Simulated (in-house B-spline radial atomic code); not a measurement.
Inner levels of samarium as electrons are removed. A shift is the extra binding of the orbital against the neutral atom ([Xe] 4f6 6s2). The density at the nucleus is averaged over the nuclear charge. Computed with a B-spline radial code for spherical atoms: Dirac-Hartree-Fock, average of the configuration, finite nuclei.

| ion | configuration | shift of 1s1/2 (eV) | radius of 1s1/2 (bohr) | Σ<r²> (bohr²) | change of density at nucleus (bohr⁻³) |
| --- | --- | --- | --- | --- | --- |
| Sm54+ | [He] 2s2 2p4 | 4733.83 | 0.022684 | 0.05489 | -11603.2 |
| Sm55+ | [He] 2s2 2p3 | 5121.86 | 0.022667 | 0.046104 | -10959.1 |
| Sm56+ | [He] 2s2 2p2 | 5514.55 | 0.022651 | 0.037577 | -10312 |
| Sm57+ | [He] 2s2 2p1 | ? | ? | ? | ? |
| Sm58+ | [He] 2s2 | ? | ? | ? | ? |
| Sm59+ | [He] 2s1 | 6672.76 | 0.022614 | 0.011229 | -39038.7 |
| Sm60+ | 1s2 | 7034.7 | 0.022604 | 0.0013898 | -69732 |
| Sm61+ | 1s1 | 8175.07 | 0.022452 | 0.00068516 | -282819 |

**Question.** Fill in the row of Sm57+.

**Answer.** shift of 1s1/2 (eV): 5911.9; radius of 1s1/2 (bohr): 0.022634; Σ<r²> (bohr²): 0.029301; change of density at nucleus (bohr⁻³): -9662.27.

**Question.** Fill in the row of Sm58+.

**Answer.** shift of 1s1/2 (eV): 6313.91; radius of 1s1/2 (bohr): 0.022616; Σ<r²> (bohr²): 0.021266; change of density at nucleus (bohr⁻³): -9010.16.
